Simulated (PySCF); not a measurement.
## Correlation energy of I⁻ (iodine, charge -1)

[Xe], closed-shell 1S. Calculation: PySCF 2.14, in aug-cc-pVQZ-DK3 (9s8p6d3f2g, 102 functions); the spin-free X2C one-electron Hamiltonian (Gaussian nucleus). Frozen: [Kr] 4d10; 8 electrons correlated.

MP2 pair energies summed by pair of shells (mhartree):

```
 pair   energy  share (%)
5p-5p  -115.60       69.7
5s-5p   -43.07       26.0
5s-5s    -7.19        4.3
```

Total MP2 correlation energy: -165.86 mhartree.

Same-spin part -37.71 and opposite-spin part -128.15 mhartree; SCS-MP2 scales them by 1/3 and 6/5 to -166.35 mhartree.
